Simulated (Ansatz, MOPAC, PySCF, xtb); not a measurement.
Torsion F1–Te2–Se3–H4 in FHSeTe (SMILES F[Te][SeH]); at each angle all else is relaxed with GFN2-xTB, and the levels are single points there.
Geometry at 90° (charge 0, multiplicity 1):
```xyz
4

F      1.86022    -0.70606     0.30049
Te     1.03026     1.03955    -0.26142
Se    -1.28024     0.48257     0.29691
H     -1.32974     0.94130     1.67972
```

On the grid 0° to 330°, 0° is the highest and 90° the lowest point at CCSD(T)/CBS(def2-TZVPP, def2-QZVPP).

The state reached by PM7 isn't checked; PM7 holds dispersion and hydrogen-bond terms.

Run with Ansatz (a program for electronic structure) with Gaussian orbitals; MOPAC for PM7 (differences of heats of formation); PySCF for the dispersion terms; xtb for the GFN methods.  In def2 rows elements past Kr take small-core potentials, without spin–orbit coupling.

One of these levels gives -8.12 kcal/mol for the energy at 0° less that at 90°. Name it.
A. HF/def2-TZVPP
B. PBE-D4/def2-TZVPP
C. PM7
D. GFN2-xTB

C, PM7. The others give 5.87 (GFN2-xTB), 8.89 (HF/def2-TZVPP), 12.66 (PBE-D4/def2-TZVPP)
